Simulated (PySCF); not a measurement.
C2HBr2Cl.

```xyz
6

Cl    -1.8388    -0.2338     0.0000
C     -0.1454    -0.4610     0.0000
Br     0.4428    -2.2470     0.0000
C      0.7495     0.5338     0.0000
Br     0.2947     2.3388     0.0000
H      1.8193     0.3228     0.0000
```

The structure is a stationary point at PBE0-D3(BJ)/def2-SVP.

Computed with PySCF with PBE/pcSseg-1. Non-relativistic, no solvent.

Computed absolute GIAO shielding of each atom: isotropic value and principal components (ppm):
| atom | σ(iso) | σ11 | σ22 | σ33 | span |
|---|---|---|---|---|---|
| Cl1 | 567.7 | 365.6 | 490.7 | 846.6 | 481.0 |
| C2 | 38.5 | -38.8 | 59.3 | 95.0 | 133.7 |
| Br3 | 1652.6 | 1070.2 | 1107.7 | 2779.9 | 1709.8 |
| C4 | 55.9 | -28.4 | 87.1 | 109.0 | 137.3 |
| Br5 | 1901.4 | 1321.5 | 1787.1 | 2595.5 | 1274.0 |
| H6 | 25.0 | 18.2 | 26.7 | 30.1 | 11.9 |
